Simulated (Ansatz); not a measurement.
Total energies of C₂H₄GeN, SMILES `[CH3][GeH][C]#N` radical.

```xyz
8

C     1.159   -0.255    0.348
Ge   -0.536    0.705    0.430
C    -1.856   -0.309   -0.532
N    -2.679   -0.946   -1.032
H     1.924    0.298    0.892
H     1.045   -1.245    0.788
H     1.460   -0.359   -0.696
H    -0.516    2.111   -0.198
```

Charge 0, multiplicity 2. Correlated methods include outer-core shells of Ge, which these sets cover unevenly. Scalar relativity is left out up to krypton. The geometry is a stationary point of PBE0-D4/def2-TZVP. Basis def2-TZVPP, the Gaussian-basis code of Ansatz.

RPA on PBE orbitals: Hartree–Fock energy of these orbitals -2207.84853 Eh, correlation -1.19099 Eh (frozen core).

| functional | energy without D4 (Eh) | D4 term (kJ/mol) |
| --- | --- | --- |
| LDA (SPW92) | -2206.02536 | – |
| revPBE | -2210.18198 | -41.8 |
| BLYP | -2210.38847 | -31.1 |
| r2SCAN | -2210.28937 | -3.4 |
| B97M-V | -2209.97907 | – |
| PBE0 | -2209.95132 | -12.0 |
| r2SCAN0 | -2210.25148 | -4.0 |
| HSE06 (plane-wave form) | -2209.94464 | -11.2 |
| CAM-B3LYP | -2210.42713 | -12.2 |
| ωB97M-V | -2210.20722 | – |

(1) Give the same for PBE, B3LYP, r2SCANh, BHLYP, LC-ωPBE, ωB97X-V, B2PLYP, PBE-QIDH. (Best estimate.)

B3LYP takes the VWN-RPA correlation (the form of Gaussian; ORCA's B3LYP/G). HSE06 is the plane-wave form, built on full-range PBE exchange. The double hybrids freeze the cores in their second-order part.

Answers

(1) Computed: 
```
functional  energy without D4 (Eh)  D4 term (kJ/mol)
       PBE             -2209.89033             -14.2
     B3LYP             -2210.42771             -23.0
   r2SCANh             -2210.27368              -3.6
     BHLYP             -2210.27529             -18.3
   LC-ωPBE             -2210.00538                 –
   ωB97X-V             -2210.14201                 –
    B2PLYP             -2209.90017                 –
  PBE-QIDH             -2209.60351                 –
```

LC-ωPBE has ω = 0.4 bohr⁻¹.
